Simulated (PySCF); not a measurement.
**How the method moves the HOMO and LUMO of `C#CC#CB(O)O`**

C4H3BO2.
Cartesian coordinates in Å at the PBE0-D3(BJ)/def2-SVP level; atoms count from 1:
```xyz
10
C4H3BO2 angstrom
C      3.5068    0.0175   -0.1118
C      2.2900    0.0081   -0.1180
C      0.9204   -0.0033   -0.1241
C     -0.3042   -0.0091   -0.1293
B     -1.8532   -0.0131   -0.1313
O     -2.5532   -1.1638   -0.2756
O     -2.5583    1.1340    0.0130
H      4.5813    0.0347   -0.1072
H     -1.9849   -1.9339   -0.3618
H     -1.9946    1.9073    0.1005
```

Basis pcSseg-2 throughout (PySCF), one geometry. The structure is a single PBE0-D3(BJ)/def2-SVP conformer in the gas phase; no vibrational or solvent corrections.

Question: How do the orbital energies, the gap and the dipole change with the method?

Answer: 
```tsv
method	kind	HOMO (eV)	LUMO (eV)	gap (eV)	μ (D)	SCF cycles
BLYP	GGA	-6.47	-2.41	4.06	2.67	17
OPBE	GGA	-6.61	-2.48	4.13	2.52	18
KT3	GGA	-6.63	-2.52	4.11	2.60	18
PBE	GGA	-6.65	-2.57	4.08	2.63	18
LDA	LDA	-6.86	-2.82	4.04	2.77	17
BHandHLYP	global hybrid	-8.73	-0.75	7.98	3.12	14
LC-wPBE	range-separated hybrid	-10.38	0.42	10.80	2.96	13
```

The HOMO spans 3.91 eV, from BLYP down to LC-wPBE, and the gap runs from 4.04 eV (LDA) to 10.80 eV (LC-wPBE). The dipole ranges from 2.52 D (OPBE) to 3.12 D (BHandHLYP). This basis has no diffuse functions.
